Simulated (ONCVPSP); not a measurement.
Transferability test, ONCV potential for molybdenum

ONCVPSP 4.0.1 input, shortened (lines: element, Z, core and valence counts, functional; n l f; lmax; l rc ep ncon nbas qcut; lloc lpopt rc5 dvloc0; l nproj debl; icmod fcfact rcfact), LDA (Perdew-Wang 92), non-relativistic:

```
  Mo 42.00    6    4  -001012      upf
    1    0    2.00
    2    0    2.00
    2    1    6.00
    3    0    2.00
    3    1    6.00
    3    2   10.00
    4    0    2.00
    4    1    6.00
    4    2    5.00
    5    0    0.50
    2
    0    1.90    0.00    4    7    5.50
    1    2.00    0.00    3    7    6.80
    2    1.55    0.00    4    9    5.50
    4    5    1.15   -1.00
    0    2    0.50
    1    2    2.50
    2    1    3.90
    3    3.00    1.00
```

Energies are relative to the spin-unpolarised reference configuration 4s2 4p6 4d5 5s0.5; without spin polarisation the order of configurations can differ from experiment.

Q: Give the all-electron excitation energy and the error of the potential for: 4s2 4p6 4d5 5s1; 4s2 4p6 4d5 5s0; 4s2 4p6 4d4 5s0; 4s2 4p6 4d3 5s0.

A:

```tsv
valence configuration	charge	ΔE all-electron (eV)	error AE − PS (meV)
4s2 4p6 4d5 5s1	0	-2.691	-0.1
4s2 4p6 4d5 5s0	+1	4.105	-0.3
4s2 4p6 4d4 5s0	+2	20.023	+1.3
4s2 4p6 4d3 5s0	+3	47.335	+14
```

Levels in the configuration 4s2 4p6 4d3 5s0:

| level | all-electron (eV) | pseudo (eV) |
| --- | --- | --- |
| 4s | -92.824 | -92.794 |
| 4p | -69.460 | -69.430 |
| 4d | -33.524 | -33.499 |

Note: no bound ghost flagged; GHOST(+) flagged for s at 78.6 eV.
